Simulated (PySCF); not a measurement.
Sr₃O⁺: from structure and modes to constants

Level of theory: UPBE/[O def2-SVP, Sr def2-SVP with ECP28], scalar-relativistic core potentials, density fitting, no spin–orbit coupling, PySCF.

The doublet minimum has C2v symmetry. Masses (u): O 15.99492, Sr 87.90561.

```xyz
4
charge 1 multiplicity 2, angstrom
O    -0.2522    0.0000    0.0000
Sr    2.0240    0.0000   -0.0001
Sr   -0.9873    2.1318    0.0000
Sr   -0.9873   -2.1318    0.0000
```

Harmonic wavenumbers (cm⁻¹): 55.7 (b2, ×1), 75.2 (a1, ×1), 98.5 (b1, ×1), 190.5 (a1, ×1), 390.8 (a1, ×1), 491.0 (b2, ×1).

(1) What is the harmonic zero-point energy?

(2) Find the vibrational entropy and heat capacity at 298.15 K.

(3) Give the standard entropy (298.15 K, 1 bar) by its translational, rotational, vibrational and spin parts, and Cp.

Results:

(1) Half the sum of all 6 wavenumbers, 1302/2 = 651 cm⁻¹, which is 7.8 kJ/mol (1 cm⁻¹ = 0.0119627 kJ/mol).

(2) With u = 1.43878 ω/T, each mode gives S = R[u/(eᵘ−1) − ln(1−e⁻ᵘ)] and C = R u² eᵘ/(eᵘ−1)².
| ω (cm⁻¹) | u | S (J/(mol K)) | C (J/(mol K)) |
| --- | --- | --- | --- |
| 55.7 | 0.269 | 19.26 | 8.26 |
| 75.2 | 0.363 | 16.78 | 8.22 |
| 98.5 | 0.475 | 14.58 | 8.16 |
| 190.5 | 0.919 | 9.30 | 7.75 |
| 390.8 | 1.886 | 4.17 | 6.23 |
| 491.0 | 2.369 | 2.85 | 5.31 |
The sums over all modes are S = 66.9 and C = 43.9 J/(mol K); the softest mode gives 29 % of the entropy.

(3) Sackur–Tetrode with M = 279.71 u gives 179.1; rotation with symmetry number 2 gives 126.5; vibration 66.9; spin R ln 2 = 5.8. The total is 378.4 J/(mol K), and Cp = 4 R + 43.9 = 77.2 J/(mol K).

Only a few start shapes were tried, so a lower isomer may exist.
